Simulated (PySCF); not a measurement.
C₄H₁₄OSi₂, SMILES CC([SiH2][SiH2]OC)C, GFN2-xTB optimised geometry.

```
21

C      3.19    -1.01     0.00
O      1.80    -1.01     0.00
Si     0.81     0.27     0.00
Si    -1.21    -0.84    -0.01
C     -2.63     0.44    -0.03
C     -2.61     1.28    -1.30
C     -2.58     1.35     1.20
H      3.58    -0.52    -0.89
H      3.54    -2.05     0.02
H      3.58    -0.49     0.88
H      1.12     1.14    -1.15
H      1.11     1.14     1.16
H     -1.43    -1.72    -1.17
H     -1.44    -1.69     1.17
H     -3.58    -0.10     0.00
H     -2.69     0.64    -2.18
H     -3.45     1.98    -1.32
H     -1.69     1.85    -1.37
H     -1.66     1.93     1.20
H     -3.42     2.05     1.20
H     -2.63     0.77     2.11
```

Density from PBE/def2-SVP run with PySCF at that geometry.

Minimum of the electron density along straight lines between bonded atoms, close to the bond critical point (lines longer than 1.1 times the sum of covalent radii, or with two minima, are not listed):

| bond | length / Å | ρ at the minimum / e bohr⁻³ | ∇²ρ there / e bohr⁻⁵ | position (fraction from the first atom) |
|---|---|---|---|---|
| C1–O2 | 1.392 | 0.261 | -0.34 | 0.34 |
| O2–Si3 | 1.625 | [?] | 1.07 | 0.59 |
| Si4–C5 | 1.914 | 0.110 | 0.29 | 0.38 |
| C5–C6 | 1.525 | 0.239 | -0.51 | 0.50 |
| C5–C7 | 1.525 | 0.239 | -0.51 | 0.50 |
| C1–H8 | 1.093 | 0.278 | -1.03 | 0.64 |
| C1–H9 | 1.091 | 0.281 | -1.06 | 0.64 |
| C1–H10 | 1.093 | 0.278 | -1.03 | 0.64 |
| Si3–H11 | 1.477 | 0.115 | 0.29 | 0.49 |
| Si3–H12 | 1.477 | 0.115 | 0.29 | 0.49 |
| Si4–H13 | 1.475 | 0.113 | 0.30 | 0.49 |
| Si4–H14 | 1.475 | 0.113 | 0.30 | 0.49 |
| C5–H15 | 1.094 | 0.270 | -0.93 | 0.62 |
| C6–H16 | 1.088 | 0.274 | -0.99 | 0.63 |
| C6–H17 | 1.090 | 0.273 | -0.98 | 0.63 |
| C6–H18 | 1.089 | 0.273 | -0.97 | 0.62 |
| C7–H19 | 1.089 | 0.273 | -0.97 | 0.62 |
| C7–H20 | 1.090 | 0.273 | -0.98 | 0.63 |
| C7–H21 | 1.088 | 0.274 | -0.99 | 0.63 |

Q: What belongs in the gaps?

A: 
- O2–Si3, ρ at the minimum / e bohr⁻³: 0.129
